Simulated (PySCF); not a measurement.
Simulated outer-valence photoelectron spectrum of trifluoroacetic acid (`O=C(O)C(F)(F)F`). Computed with EOM-IP-CCSD/aug-cc-pVDZ in PySCF, restricted Hartree–Fock reference, 7 core orbitals frozen, non-relativistic, gas phase, PBE0-D3(BJ)/def2-SVP geometry.

Each root has a Gaussian of 0.6 eV full width with its one-hole share as area; cross sections and vibrations are left out, and the highest printed point is 100.

| ionisation energy (eV) | intensity |
| --- | --- |
| 11.0 | 0 |
| 11.2 | 2 |
| 11.4 | 12 |
| 11.6 | 33 |
| 11.8 | 49 |
| 12.0 | 40 |
| 12.2 | 17 |
| 12.4 | 5 |
| 12.6 | 8 |
| 12.8 | 26 |
| 13.0 | 46 |
| 13.2 | 45 |
| 13.4 | 24 |
| 13.6 | 7 |
| 13.8 | 1 |
| 14.0 | 0 |
| 14.2 | 3 |
| 14.4 | 15 |
| 14.6 | 37 |
| 14.8 | 51 |
| 15.0 | 42 |
| 15.2 | 37 |
| 15.4 | 55 |
| 15.6 | 77 |
| 15.8 | 93 |
| 16.0 | 100 |
| 16.2 | 94 |
| 16.4 | 91 |
| 16.6 | 99 |
| 16.8 | 87 |
| 17.0 | 49 |
| 17.2 | 17 |
| 17.4 | 3 |
| 17.6 | 0 |

Task: Where are the maxima, and how many lines lie under the curve?

Result: 5 maxima, at 11.8, 13.1, 14.8, 16.0 and 16.6 eV, from 8 lines. At this width some lines have no maximum of their own.

Task: List the lines with their holes.

Result: 
| E (eV) | leading hole (HF orbital) | area | Koopmans (eV) |
| --- | --- | --- | --- |
| 11.83 | HOMO | 0.95 | 13.71 |
| 13.09 | HOMO-1 | 0.94 | 14.35 |
| 14.80 | HOMO-2 | 0.95 | 16.79 |
| 15.53 | HOMO-4 | 0.95 | 18.30 |
| 15.90 | HOMO-3 | 0.94 | 18.09 |
| 16.16 | HOMO-5 | 0.95 | 18.72 |
| 16.59 | HOMO-7 | 0.94 | 18.96 |
| 16.79 | HOMO-6 | 0.94 | 18.88 |

The widest gap, 1.71 eV, lies between 13.09 and 14.80 eV. Only orbitals with −ε under 21 eV, eight at most, were ionised, so the high end of the curve may lack lines.

The run took 13 min of wall time on Arm Neoverse V2, one thread, shared host.

The values belong to the conformer `[O:1]=[C:2]([OH:3])[C:4]([F:5])([F:6])[F:7]`: O1–C2–C4–F5 -6°, H–O3–C2–O1 0°.
